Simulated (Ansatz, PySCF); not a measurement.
System: tin monoxide triplet, SnO, net charge 0, triplet state. This is an excited triplet: at this geometry the singlet lies 2.07 eV lower at CCSD(T)/CBS(def2-TZVPPD,def2-QZVPPD). 
Structure (B3LYP-D3(BJ)/def2-TZVP (Ansatz, a quantum-chemistry and plane-wave program) minimum search):
```xyz
2

Sn     0.0000     0.0000    -0.2845
O      0.0000     0.0000     1.7784
```
Charge 0, spin multiplicity 3.

Total electronic energies in hartree. Cores are frozen in the correlated levels unless marked. UHF or UKS for open shells. Spin-orbit coupling is left out. The frozen core is the preceding noble-gas configuration, with the filled d and f shells of earlier blocks. Past Kr the def2 sets carry scalar-relativistic core potentials. STO-3G rows are all-electron and non-relativistic. Basis-set limits of correlation are two-point, X^-3; Hartree-Fock from the larger set. The program attaches cautions to a run behind SCS-MP2/STO-3G: large difference.

```csv
level,program,energy (Eh)
HF/def2-TZVPD,PySCF,-288.19597
HF/def2-QZVPPD,Ansatz,-288.20744
PBE/def2-TZVPD,Ansatz,-289.38839
PBE-D3(BJ)/def2-TZVPD,Ansatz + dftd3,-289.38911
PBE-D4/def2-TZVPD,Ansatz + dftd4,-289.38937
BP86-D4/def2-TZVPD,PySCF + dftd4,-289.58656
B97M-V/def2-TZVPD,Ansatz,-289.43869
B3LYP-D4/def2-TZVPD,Ansatz + dftd4,?
PBE0/def2-SVP,Ansatz,?
PBE0/def2-TZVP,Ansatz,-289.39047
BHLYP-D4/def2-TZVPD,Ansatz + dftd4,-289.37002
B2PLYP-D4/def2-TZVPD,Ansatz + dftd4,-289.14453
B2PLYP/def2-TZVPD,Ansatz,-289.14387
MP2/def2-QZVPPD,Ansatz,-288.47667
RI-MP2/def2-TZVPPD,Ansatz,-288.45136
"RI-MP2/CBS(def2-TZVPPD,def2-QZVPPD)",Ansatz,-288.4918
SCS-MP2/STO-3G,Ansatz,-6037.08874
SCS-MP2/def2-SVP,Ansatz,-288.27970
CCSD/def2-SVP,Ansatz,-288.30487
CCSD/def2-TZVPPD,Ansatz,-288.47232
CCSD/def2-QZVPPD,Ansatz,-288.49448
CCSD(T)/def2-SVP,Ansatz,-288.31062
"CCSD(T)/CBS(def2-TZVPPD,def2-QZVPPD)",Ansatz,-288.5202
```

Task: Fill in the missing entries.

Result: 
- B3LYP-D4/def2-TZVPD, energy (Eh): -289.54439
- PBE0/def2-SVP, energy (Eh): -289.28617
